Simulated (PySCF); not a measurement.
CH₂BrF.
Numbering: `[F:1][CH2:2][Br:3]` (hydrogens: H4, H5 on C2)

Method used: core-valence-separated Tamm–Dancoff BHandHLYP/aug-pcX-1 (pcseg-1 on H, def2-SVPD on Br) in PySCF, non-relativistic, gas phase, PBE0-D3(BJ)/def2-SVP geometry.

Computed carbon K-edge spectrum, Gaussian lines of 0.6 eV full width, highest printed point 100; it ends one width below the last computed root. BHandHLYP without relativity tends to put these K edges a few eV too low, so spacings mean more than positions.

| photon energy (eV) | absorption |
| --- | --- |
| 285.4 | 2 |
| 285.6 | 11 |
| 285.8 | 42 |
| 286.0 | 88 |
| 286.2 | 100 |
| 286.4 | 61 |
| 286.6 | 20 |
| 286.8 | 4 |
| 287.0 | 0 |
| 287.2 | 0 |
| 287.4 | 0 |
| 287.6 | 0 |
| 287.8 | 3 |
| 288.0 | 16 |
| 288.2 | 48 |
| 288.4 | 76 |
| 288.6 | 66 |
| 288.8 | 31 |
| 289.0 | 10 |
| 289.2 | 14 |
| 289.4 | 38 |
| 289.6 | 66 |
| 289.8 | 65 |
| 290.0 | 35 |
| 290.2 | 11 |
| 290.4 | 2 |
| 290.6 | 0 |
| 290.8 | 1 |
| 291.0 | 3 |
| 291.2 | 3 |
| 291.4 | 4 |
| 291.6 | 8 |
| 291.8 | 17 |

Problem. Where are the maxima, and which lines make them up?

Solution. 3 maxima:
- 286.1 eV: C2 (sp3 C–F carbon), 286.14 eV, f = 0.072, 100 % of the height at the exact maximum
- 288.4 eV: C2 (sp3 C–F carbon), 288.45 eV, f = 0.054, 100 % of the height at the exact maximum
- 289.7 eV: C2 (sp3 C–F carbon), 289.72 eV, f = 0.041, 84 % of the height at the exact maximum; C2 (sp3 C–F carbon), 289.55 eV, f = 0.009, 16 % of the height at the exact maximum

Roots within 0.03 eV on the same or equivalent atoms count as one line; shares under 12 % aren't listed.

Vibrational structure and lifetime widths aren't in the curve. The ionisation threshold wasn't computed; near and above it a finite basis only mimics Rydberg series and continuum. Relativistic effects, spin–orbit coupling among them, are left out although an element past zinc is present.
